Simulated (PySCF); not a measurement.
Correlation energy of V (vanadium, neutral)

[Ar] 3d3 4s1 4p1, one real determinant (an excited configuration). Computed with PySCF 2.14 in aug-cc-pwCVTZ-DK, with the spin-free X2C one-electron Hamiltonian (Gaussian nucleus). Frozen: [Ar]; 5 electrons correlated.

MP2 pair energies summed by pair of shells (mhartree):

| pair | energy | share (%) |
| --- | --- | --- |
| 3d-3d | -21.05 | 59.1 |
| 3d-4s | -7.82 | 22.0 |
| 3d-4p | -4.83 | 13.6 |
| 4s-4p | -1.91 | 5.4 |

Total MP2 correlation energy: -35.62 mhartree.

Same-spin part -35.62 and opposite-spin part 0.00 mhartree; SCS-MP2 scales them by 1/3 and 6/5 to -11.87 mhartree.

The reference is one real determinant that mixes LS terms of this configuration.
